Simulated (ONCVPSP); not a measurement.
**Tl (Z = 81): one change to an ONCV potential, before and after**

```json
{"Element": "Tl", "Generator": "ONCVPSP 4.0.1", "Type": "optimised norm-conserving Vanderbilt (ONCV)", "Functional": "PBE", "Relativity": "scalar-relativistic", "Frozen core": "[Kr] 4d10 4f14 5s2", "Valence charge": "19", "Reference configuration": "5p6 5d10 6s2 6p1", "Partial waves": "6s: rc 2.25 bohr, ncon 4, nbas 8, qcut 2.7 1/bohr, 2 projectors, debl 2 Ha; 5p+6p: rc 1.80 bohr, ncon 3, nbas 6, qcut 9.5 1/bohr, 2 projectors; 5d: rc 1.85 bohr, ncon 4, nbas 9, qcut 7 1/bohr, 2 projectors, debl 4 Ha", "Local potential": "polynomial inside 1.20 bohr (lpopt 4, dvloc0 1 Ha)", "Core correction": "none"}
```

Change: all radii scaled by about 1.33 (s 2.98, p 2.38, d 2.46 bohr); local potential polynomial inside 1.60 bohr (lpopt 4, dvloc0 1 Ha).

Cutoffs: the cutoffs (Ha) at which the residual kinetic energy of the hardest occupied pseudo-wave falls to 1 and 0.1 mHa per electron; they do not see the model core or the augmentation charge, which bear on the density cutoff. Errors are all-electron minus pseudo energies relative to the spin-unpolarised reference configuration.

**Question.** Predict the effect on cutoff, ghosts and configuration errors.

**Answer.** The potential gets softer (20 Ha and 33 Ha → 17 Ha and 19 Ha); the bound ghost in s disappears; the lowest positive-energy flag moves from none to s at 48.1 eV; of the 3 tests that both files solve, the error grows in 2 and shrinks in 1 by more than 15 % and 0.3 meV (median size 9.8 → 31.3 meV). A larger radius leaves more room for a smooth pseudo-wave, so fewer plane waves are needed.

```tsv
quantity	base	changed
cutoff, loose	20 Ha	17 Ha
cutoff, tight	33 Ha	19 Ha
loose cutoff by channel	s 17 Ha, p 18 Ha, d 20 Ha	s 3.5 Ha, p 15 Ha, d 17 Ha
bound ghosts	s	none
GHOST(+) flags under 300 eV	none	s at 48.1 eV
tests with a reliable result	3 of 4	3 of 4
error for 5p6 5d10 6s2 6p0, meV [ΔE 5.17 eV]	-2.5	-1.8
error for 5p6 5d10 6s1 6p0, meV [ΔE 25.95 eV]	-14	-41
error for 5p6 5d10 6s1 6p2, meV [ΔE 7.40 eV]	-9.8	-31
```

 A true bound ghost makes a file unfit for plane-wave use even where its test errors are small: the radial tests pick states by their node count and pass the ghost by.
